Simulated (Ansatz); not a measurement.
`C[B](C)[InH2]` + `O[SiH3]` → `[SiH3][O][InH2]` + `CBC` at 500 K and 1 bar (cleavage of the In–B bond).

Isolated molecules relaxed with PBE0-D4/def2-TZVP in Ansatz; ΔE leaves out vibrations. CCSD(T)/CBS adds triple-zeta CCSD(T) − MP2 to the extrapolated MP2 energy (def2 sets, frozen cores). def2 core potentials past Kr. For In outer-core shells are correlated without core-valence functions, which leaves a few kJ/mol of doubt a bond.

```
          species  CCSD(T)/CBS energy (Eh)  H − E (kJ/mol)  S (J/(mol·K))
  `C[B](C)[InH2]`               -295.49461           282.0          436.0
        `O[SiH3]`               -366.69042           127.5          292.9
`[SiH3][O][InH2]`               -557.10255           148.2          400.0
            `CBC`               -105.11307           257.5          335.4
```

H − E and S are ideal-gas, rigid-rotor, harmonic terms from PBE0-D4/def2-TZVP, for one conformer and one mirror image of each species. 1 Eh = 2625.50 kJ/mol, R = 8.31446 J/(mol·K).

Q: By hand: ΔE, ΔH, ΔS and ΔG.

A: ΔE = (-557.10255) + (-105.11307) − (-295.49461) − (-366.69042) = -0.03059 Eh = -80.3 kJ/mol. Δ(H − E) = 148.2 + 257.5 − 282.0 − 127.5 = -3.8, so ΔH = -84.1 kJ/mol. ΔS = 400.0 + 335.4 − 436.0 − 292.9 = 6.5 J/(mol·K). ΔG = -84.1 − 500 × (6.5)/1000 = -87.3 kJ/mol.

Q: By hand: the equilibrium constant, and the temperature at which ΔG would vanish if ΔH and ΔS stayed fixed.

A: log₁₀ K = −ΔG/(RT ln 10) = 9.1. ΔH and −TΔS have one sign here, so there is no such temperature.

The number of gas molecules stays the same, so ΔS is small and ΔH decides. A doubt of 5 kJ/mol in ΔE shifts log₁₀ K by 0.5 here. Other conformers and mirror images would add mixing entropy, several J/(mol·K) or more a flexible species. Modes under 60 cm⁻¹, often nearly free rotors, make the harmonic entropy too high. These are equilibria of isolated gas molecules and say nothing of rates. Largest T1 diagnostic: 0.015 (customary marks: 0.02 for closed shells, 0.045 for open ones).

ΔS is within the doubt of such terms, so its sign, and with it that verdict, could turn.
